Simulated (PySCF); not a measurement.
Members of one series of related molecules.

All values: PBE0/pcSseg-1 (PySCF) at GFN2-xTB geometries, gas phase, one conformer each.

Question: Rank by the highest IAO charge on any atom, lowest value first.
A. `FC(F)(F)c1cccc2cnnn12`
B. `Cc1cccc2c([SiH3])nnn12`
C. `Cc1cccc2cnnn12`
D. `CC1=CC=CC2=C(F)N=NN12`

Answer: C (+0.174 e), D (+0.314 e), B (+0.615 e), A (+0.809 e).

Question: Rank by HOMO energy, highest first.
A. `n1n2c(c(C=C)n1)cccc2C`
B. `C1=CC2=CN=NN2C(C2CC2)=C1`
C. `N#Cc1cccc2cnnn12`
D. `CC1=CC=CC2=C(C#N)N=NN12`
E. `Cc1cccc2c([SiH3])nnn12`
F. `c1nnn2c1cccc2Cl`

Answer: A (-6.00 eV), B (-6.28 eV), E (-6.49 eV), F (-6.73 eV), D (-7.03 eV), C (-7.19 eV).

Question: Rank by dipole moment, lowest first.
A. `Cc1cccc2c(F)nnn12`
B. `[CH2:1]=[CH:2][c:3]1[n:4][n:5][n:6]2[c:7]([CH3:8])[cH:9][cH:10][cH:11][c:12]12` with C1–C2–C3–N4 0°
C. `FC(F)(F)c1cccc2cnnn12`
D. `N#Cc1cccc2cnnn12`
E. `Cc1cccc2c(C#N)nnn12`
F. `ClC1=CC=CC2=CN=NN12`

Answer: B (4.40 D), F (5.11 D), A (5.27 D), C (6.00 D), D (7.13 D), E (7.82 D).

All values together:

| SMILES | change | formula | μ (D) | HOMO (eV) | LUMO (eV) | lowest IAO charge (e) | highest IAO charge (e) | lowest Hirshfeld charge (e) | highest Hirshfeld charge (e) |
| --- | --- | --- | --- | --- | --- | --- | --- | --- | --- |
| Cc1cccc2cnnn12 | parent | C7H7N3 | 4.48 | -6.45 | -1.26 | -0.433 (C) | +0.174 (H) | -0.136 (N) | +0.073 (C) |
| C=Cc1cccc2cnnn12 | CH3 replaced by vinyl | C8H7N3 | 4.28 | -6.42 | -1.89 | -0.284 (C) | +0.187 (H) | -0.133 (N) | +0.064 (N/H) |
| Cc1cccc2c(C#N)nnn12 | H replaced by CN | C8H6N4 | 7.82 | -7.03 | -1.99 | -0.434 (C) | +0.182 (H) | -0.213 (N) | +0.080 (C) |
| N#Cc1cccc2cnnn12 | CH3 replaced by CN | C7H4N4 | 7.13 | -7.19 | -2.67 | -0.192 (N) | +0.187 (H) | -0.181 (N) | +0.078 (C) |
| FC(F)(F)c1cccc2cnnn12 | CH3 replaced by CF3 | C7H4F3N3 | 6.00 | -7.10 | -2.16 | -0.279 (F) | +0.809 (C) | -0.123 (N) | +0.259 (C) |
| Clc1cccc2cnnn12 | CH3 replaced by Cl | C6H4ClN3 | 5.11 | -6.73 | -1.69 | -0.189 (C) | +0.182 (H) | -0.126 (N) | +0.072 (C) |
| Cc1nnn2c(C)cccc12 | H replaced by CH3 | C8H9N3 | 4.18 | -6.19 | -1.18 | -0.436 (C) | +0.174 (H) | -0.139 (N) | +0.071 (C) |
| Cc1cccc2c([SiH3])nnn12 | H replaced by SiH3 | C7H9N3Si | 4.47 | -6.49 | -1.35 | -0.433 (C) | +0.615 (Si) | -0.129 (N) | +0.310 (Si) |
| Cc1cccc2c(F)nnn12 | H replaced by F | C7H6FN3 | 5.27 | -6.48 | -1.45 | -0.433 (C) | +0.314 (C) | -0.149 (N) | +0.088 (C) |
| C=Cc1nnn2c(C)cccc12 | H replaced by vinyl | C9H9N3 | 4.40 | -6.00 | -1.41 | -0.433 (C) | +0.174 (H) | -0.119 (N) | +0.073 (C) |
| c1cc(C2CC2)n2nncc2c1 | CH3 replaced by cPr | C9H9N3 | 4.55 | -6.28 | -1.25 | -0.279 (C) | +0.183 (H) | -0.135 (N) | +0.073 (C) |

Conformers: `[CH2:1]=[CH:2][c:3]1[cH:4][cH:5][cH:6][c:7]2[cH:8][n:9][n:10][n:11]12` with C1–C2–C3–C4 180°; `[CH2:1]=[CH:2][c:3]1[n:4][n:5][n:6]2[c:7]([CH3:8])[cH:9][cH:10][cH:11][c:12]12` with C1–C2–C3–N4 0°; `[cH:1]1[cH:2][c:3]([CH:4]2[CH2:5][CH2:6]2)[n:7]2[n:8][n:9][cH:10][c:11]2[cH:12]1` with C2–C3–C4–C5 35°.

Q: Give the shifts from the parent, `Cc1cccc2cnnn12`.

A: 
```csv
SMILES,change in μ (D),change in HOMO (eV),change in LUMO (eV)
C=Cc1cccc2cnnn12,-0.20,+0.03,-0.63
Cc1cccc2c(C#N)nnn12,+3.34,-0.58,-0.73
N#Cc1cccc2cnnn12,+2.65,-0.74,-1.41
FC(F)(F)c1cccc2cnnn12,+1.52,-0.65,-0.90
Clc1cccc2cnnn12,+0.63,-0.28,-0.43
Cc1nnn2c(C)cccc12,-0.30,+0.26,+0.08
Cc1cccc2c([SiH3])nnn12,-0.01,-0.04,-0.09
Cc1cccc2c(F)nnn12,+0.79,-0.03,-0.19
C=Cc1nnn2c(C)cccc12,-0.08,+0.45,-0.15
c1cc(C2CC2)n2nncc2c1,+0.07,+0.17,+0.01
```
